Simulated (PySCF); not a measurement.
# Worked example for `CN(C)CC(F)(F)F` (C4H8F3N): proton affinity at atom N2

Atom numbers as in the mapped SMILES `[CH3:1][N:2]([CH3:3])[CH2:4][C:5]([F:6])([F:7])[F:8]`.

Energies: ωB97X-D3(BJ)/def2-TZVP (PySCF, density fitting, integration grid level 2) on PBE0-D3(BJ)/def2-SVP structures. ωB97X-D3(BJ) is ωB97X-V with D3(BJ) in place of VV10. Thermal corrections: PBE0-D3(BJ)/def2-SVP frequencies, unscaled, ideal gas at 298.15 K and 1 bar, quasi-RRHO entropy.

Step: `C[NH+](C)CC(F)(F)F` → `CN(C)CC(F)(F)F` + H⁺.

| species | charge | multiplicity | E / Eh |
| --- | --- | --- | --- |
| `C[NH+](C)CC(F)(F)F` | 1 | 1 | -512.218818 |
| `CN(C)CC(F)(F)F` | 0 | 1 | -511.857824 |

Thermal terms, products less reactant: Δ(H − E) = -34.42 kJ/mol, Δ(G − E) = -67.00 kJ/mol (the bare proton has no electronic energy, H = 5/2 RT). 1 Eh = 2625.50 kJ/mol.

Problem. What are ΔE, ΔH and ΔG of this step?

Solution. ΔE = 0.360994 Eh = 947.79 kJ/mol; ΔH = 913.4 kJ/mol; ΔG = 880.8 kJ/mol, all in the gas phase at 298.15 K and 1 bar. The digits show the arithmetic; the method itself can be off by 10 kJ/mol or more.
